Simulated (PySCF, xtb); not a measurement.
FHOSi, SMILES O[Si]F (connectivity only; charge and spin as stated), neutral, multiplicity 1.

Geometry: B3LYP-D3(BJ)/def2-TZVP. One conformer was computed; it need not be the lowest.

Method: C-PCM-M06-2X/def2-SVP run with PySCF.

The values are the electrostatic part of the solvation free energy, E(continuum) − E(gas) at the gas-phase geometry, in a cavity of scaled van der Waals radii (PySCF's table); cavitation and dispersion terms are not included. In vacuum the orbital gap is 8.21 eV. The dipole moment in vacuum is 1.06 D.

```csv
solvent,ε,ΔG(elec) (kcal/mol),dipole (D),gap (eV)
water,78.36,-4.5,1.31,8.30
chloroform,4.71,-3.5,1.26,8.28
dimethylsulfoxide,46.83,-4.5,1.31,8.30
```

For comparison, GFN2-xTB/ALPB(water) (xtb, at the GFN2-xTB geometry, all terms of that model) gives -2.1 kcal/mol.
